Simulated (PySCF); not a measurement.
# L and K shells in (ClZn-mu-Cl)2

(ClZn-mu-Cl)2 (singlet state).
Geometry (PBE0-D3(BJ)/def2-SVP, Å), atoms numbered from 1 in this order:
```xyz
6
Zn2Cl4 angstrom
Zn    -0.069   -1.584    0.143
Cl    -0.198   -3.679    0.380
Cl    -1.532   -0.008   -0.698
Zn     0.090    1.552   -0.173
Cl     0.209    3.651   -0.373
Cl     1.562   -0.028    0.652
```

Computed with delta-SCF UKS SCAN, pcX-2 on the ionised atom (unc-x2c-TZVPall on a metal), pcseg-1 elsewhere, spin-free X2C (PySCF). Each binding energy is the total energy of the core-ionised species, with the hole localised on one atom, minus that of the ground state; both are solved self-consistently, so orbital relaxation is included. Spin–orbit coupling isn't in the SCF: each 2p doublet comes from a relaxed spin-free hole plus a matrix of the shell (mean-field spin–orbit coupling and the ground-state 2p splitting), with 2p3/2 averaged over its two sublevels. The splitting includes the ligand field, and 2p3/2 is the mean of two sublevels.

When a 2p electron fills a 1s hole, the emitted photon carries the energy difference of the two hole states (Kα1 from 2p3/2, Kα2 from 2p1/2), here at the ground state's geometry.

```
   atom  Kα1 (eV)  Kα2 (eV)  2p3/2 binding energy (eV)
Cl2/Cl5   2622.61   2620.95                     205.58
Cl3/Cl6   2622.65   2621.00                     206.81
```

Problem. What are the 1s and 2p1/2 binding energies?

Solution. 1s = Kα1 + 2p3/2, and 2p1/2 = 1s − Kα2:

```
   atom              environment  1s (eV)  2p1/2 (eV)
Cl2/Cl5    chlorine bonded to Zn  2828.19      207.24
Cl3/Cl6  chlorine bonded to 2 Zn  2829.46      208.46
```

Over the 2 chlorine sites the 1s value ranges over 1.27 eV, 2p3/2 over 1.23 eV and Kα1, their difference, over 0.04 eV.

2p1/2 minus 2p3/2 by element: Cl (Z = 17) 1.65 eV, Zn (Z = 30) 24.14 eV.

Atoms equivalent by their bonding share one computed value, that of the first of them. Satellites of the metal's 2p lines aren't described. Geometry: PBE0-D3(BJ)/def2-SVP; no solvent, vibrations or thermal averaging. Metal 2p energies of this one-determinant scheme are less reliable than its 1s energies.

The run took 28 s wall on Arm Neoverse V1, one thread (shared host), and the process peaked at 0.63 GiB of memory.
